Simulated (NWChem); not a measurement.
Molecule: CH3FSi, singlet; SMILES [Si](C)F

```xyz
6

Si     0.6626     0.1454     0.0000
F     -0.5347     1.2724     0.0000
C     -0.4343    -1.4002     0.0000
H      0.1428    -2.3377     0.0000
H     -1.0965    -1.3890    -0.8850
H     -1.0965    -1.3890     0.8850
```
Atoms are numbered in this order, from 1.

All runs: NWChem. Low-valent species are run as closed-shell singlets; no triplet was tried in these runs. All runs use the structure optimised with PBE0/def2-SVP. GIAO values for the isolated, static molecule; σ is the absolute isotropic shielding, δ = σ(reference) − σ with the isolated reference molecule computed at the same levels (13C: tetramethylsilane, 19F: trichlorofluoromethane, 1H: tetramethylsilane, 29Si: tetramethylsilane).

For level PBE0/pcSseg-1:

```yaml
"δ F2 (ppm)": 112.7
"δ C3 (ppm)": 38.2
```

Q: Estimate the same quantities for level PBE/pcSseg-1.

A: 
| Property | Result |
|---|---|
| δ F2 (ppm) | 130.5 |
| δ C3 (ppm) | 39.2 |
